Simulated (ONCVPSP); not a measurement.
**u(r) = r·R(r): atom against pseudo-atom (Ga (Z = 31))**

Columns: radius, all-electron u(r) and pseudo u(r) of the 3s shell (level -147.78 eV) of gallium in the configuration [Ne] 3s2 3p6 3d10 4s2 4p1; PBEsol, scalar-relativistic, ONCV scheme, ONCVPSP 4.0.1.

| r (bohr) | all-electron | pseudo |
| --- | --- | --- |
| 0.062 | 0.0145 | 0.0852 |
| 0.125 | -0.6847 | 0.2004 |
| 0.188 | -0.6278 | 0.3614 |
| 0.250 | -0.1499 | 0.5628 |
| 0.312 | 0.4035 | 0.7874 |
| 0.375 | 0.8667 | 1.0080 |
| 0.438 | 1.1758 | 1.1889 |
| 0.500 | 1.3358 | 1.3049 |
| 0.562 | 1.3842 | 1.3514 |
| 0.625 | 1.3526 | 1.3322 |
| 0.688 | 1.2699 | 1.2608 |
| 0.750 | 1.1608 | 1.1580 |
| 0.812 | 1.0400 | 1.0393 |
| 0.875 | 0.9155 | 0.9153 |
| 0.938 | 0.7961 | 0.7959 |
| 1.000 | 0.6873 | 0.6872 |
| 1.062 | 0.5889 | 0.5888 |
| 1.125 | 0.5002 | 0.5001 |
| 1.188 | 0.4226 | 0.4225 |
| 1.250 | 0.3565 | 0.3564 |
| 1.312 | 0.2996 | 0.2995 |
| 1.375 | 0.2504 | 0.2503 |
| 1.438 | 0.2087 | 0.2086 |
| 1.500 | 0.1740 | 0.1740 |
| 1.562 | 0.1449 | 0.1448 |
| 1.625 | 0.1200 | 0.1200 |

Q: How many radial nodes do the two functions have?

A: The all-electron 3s function has n − l − 1 = 2; the pseudo-wave has 0, since the states of the same l below it are removed with the core.

Q: At about which radius was the pseudo-wave matched?

A: 0.90 bohr, where the columns begin to agree (steps of 0.06 bohr).

Q: Is the pseudo-wave norm-conserving?

A: Yes: the ONCV scheme keeps the norm inside the radius equal to the all-electron one, which fixes the energy derivative of the logarithmic derivative at the level.
